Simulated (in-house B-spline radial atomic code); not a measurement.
OEP/ALDAx excitations of K⁷⁺

Method: OEP/ALDAx. Computed with a B-spline radial code for spherical atoms: linear response of the closed shell [Ne] 3s2 with the adiabatic LDA exchange kernel on the exchange-only optimised effective potential; scalar-relativistic (spin-free one-electron X2C), finite nucleus, no spin-orbit coupling, no double excitations, S, P, D and F terms only.

Command:
```bash
python run_td.py task.json out
```
Settings (radii: box in bohr, nucleus in fm):
```
Z                        19
electrons                12
configuration            [Ne] 3s2
hamiltonian              x2c
method                   oep
box_radius               12.81
rms_radius               3.4349
intervals                103
```

Time taken, with all properties: 0.8 s on 1 thread of Arm Neoverse N1 (shared host).

The lowest states, in the order of their Tamm-Dancoff energies; the method's threshold (minus the highest occupied level) is 152.90 eV. Labels give the largest channel, * marks a mixed state, and oscillator strengths are full-response dipole values. Semilocal kernels can invert the small singlet-triplet splittings of Rydberg terms. Energies in eV:

```
     state  full response  Tamm-Dancoff  oscillator strength
3s → 3p 3P         15.440        15.828                    -
3s → 3p 1P         24.539        25.453                 1.12
3s → 3d 3D          43.23         43.36                    -
3s → 3d 1D          47.45         47.47                    -
3s → 4s 3S          76.55         76.57                    -
3s → 4s 1S          78.62         78.66                    -
3s → 4p 3P          83.69         83.71                    -
3s → 4p 1P              ?             ?                    ?
3s → 4d 3D          93.40         93.42                    -
3s → 4d 1D              ?             ?                    -
```

Where does 3s → 4d 1D lie?

At 93.87 eV in full response, 93.88 eV in Tamm-Dancoff.

Where does 3s → 4p 1P lie?

At 84.60 eV in full response, 84.63 eV in Tamm-Dancoff, oscillator strength 0.228.

How large is the singlet-triplet splitting of 3s → 3p (P terms) in Tamm-Dancoff?

9.63 eV, from the unrounded values.

What polarisabilities and dispersion coefficient does the method give?

Dipole 1.443 bohr³, quadrupole 1.038 bohr⁵, C6 1.519 hartree·bohr⁶ for two such species.
